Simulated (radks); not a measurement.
Results of a calculation; reference values are marked as such.
Os LXXV, configuration [He] (the NIST ground configuration).

Code: a radial shooting solver on a logarithmic mesh with Libxc functionals. Model: non-relativistic Kohn-Sham, PBE, spin-polarised, spherical densities, point nucleus; relativity is left out, which matters for an element this heavy.

Energy parts (hartree):
| part | energy |
|---|---|
| total | -5727.6765 |
| kinetic | 5727.6281 |
| electron-nucleus | -11503.5028 |
| Hartree | 94.5305 |
| exchange-correlation | -46.3323 |

Orbitals (lengths in bohr, moments of r in powers of bohr):
[
 {"orbital": "1s", "occ.": "2", "eigenvalue (hartree)": "-2822.934", "<r^4>": "6.921e-07"}
]

The highest occupied level is 1s at -76816 eV. Summed over all electrons, <r^2> = 0.001051 bohr^2, which gives a Langevin (diamagnetic) susceptibility term of -0.000832 x 10^-6 cm^3/mol. The density falls to 0.001 e/bohr^3 at r = 0.13 bohr. Virial ratio -V/T = 2.00001. The electron density at the nucleus is 2.772e+05 e/bohr^3.
